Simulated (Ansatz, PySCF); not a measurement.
Gas-phase reaction (SMILES): [NH2][Al]([OH])[OH] + N (NH3) -> [NH2][Al]([NH2])[OH] + O (H2O); ammonia cleaves one Al-O bond, a model of a ligand-exchange step.

Geometries: B3LYP-D3(BJ)/def2-TZVP minima from Ansatz (an electronic-structure program), one conformer each, not searched for the lowest. Cores are frozen in the correlated levels unless marked. No spin-orbit coupling. No relativistic terms. Basis-set limits of correlation are two-point, X^-3; Hartree-Fock from the larger set. Thermal terms are rigid-rotor harmonic-oscillator values from B3LYP-D3(BJ) frequencies (Ansatz or PySCF) at 298.15 K and 1 atm. 1 Eh = 627.5095 kcal/mol.

```csv
species,"E, CCSD(T)/CBS(aug-cc-pV(T+d)Z,aug-cc-pV(Q+d)Z) (Ansatz) (Eh)","E, B3LYP-D3(BJ)/def2-TZVPD (Ansatz + dftd3) (Eh)",H - E (Eh)
[NH2][Al]([OH])[OH],-449.62818,-450.33654,0.06012
N (NH3),-56.50411,-56.58902,0.03799
[NH2][Al]([NH2])[OH],-429.73791,-430.43880,0.07221
O (H2O),-76.37513,-76.46738,0.02495
```

Task: Work out ΔE and ΔH at 298.15 K at the first level, then ΔH at the second.

Result: 
1. ΔE = [(-429.73791) + (-76.37513)] - [(-449.62818) + (-56.50411)] = 0.01925 Eh = 12.1 kcal/mol at CCSD(T)/CBS(aug-cc-pV(T+d)Z,aug-cc-pV(Q+d)Z).
2. The terms H - E add up to -0.00095 Eh, so ΔH = (0.01925 + (-0.00095))×627.5095 = 11.5 kcal/mol.
3. At B3LYP-D3(BJ)/def2-TZVPD the same steps give ΔE = 12.2 and ΔH = 11.6 kcal/mol, a shift of +0.1 from the first level.
4. These values are not checked against measurement here, since the tables used lack a sound gas-phase enthalpy of formation for at least one species.
